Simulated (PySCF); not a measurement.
Isomers of C2H6GeO2. Method used: PBE0-D3(BJ)/def2-SVP geometry optimisation, gas phase (PySCF). Energies are electronic, without zero-point or thermal terms, for one conformer each. No frequencies were run at this level. Point groups hold within 0.08 Å.

Question: Order them by energy at this level, lowest first, and give relative energies in kJ/mol.
A. `[CH2:1]1[CH2:2][O:3][GeH2:4][O:5]1` with O5–C1–C2–O3 -40°, C1–C2–O3–Ge4 30°, C2–O3–Ge4–O5 -12°, O3–Ge4–O5–C1 -12°
B. `[H][Ge]([H])([H])[O]C(C)=O` (Ge(OAc)H3)
C. `[CH3:1][O:2][C:3](=[O:4])[GeH3:5]` with C1–O2–C3–O4 0°
D. `[CH3:1][O:2][GeH2:3][CH:4]=[O:5]` with C1–O2–Ge3–C4 178°, O2–Ge3–C4–O5 -178°

Answer: B (0.0), A (55.1), C (118.4), D (175.1).

| SMILES | E (Eh) | E rel (kJ/mol) | dipole (D) | point group | A, B, C (MHz) |
| --- | --- | --- | --- | --- | --- |
| [H][Ge]([H])([H])[O]C(C)=O | -2306.36220 | 0.0 | 1.45 | – | 9929, 1685, 1482 |
| C1C[O][GeH2][O]1 | -2306.34121 | 55.1 | 0.04 | C2 | 6314, 3273, 2321 |
| CO[C](=O)[GeH3] | -2306.31710 | 118.4 | 1.67 | – | 8506, 1586, 1372 |
| C[O][GeH2][CH]=O | -2306.29549 | 175.1 | 2.21 | near Cs | 11412, 1683, 1509 |
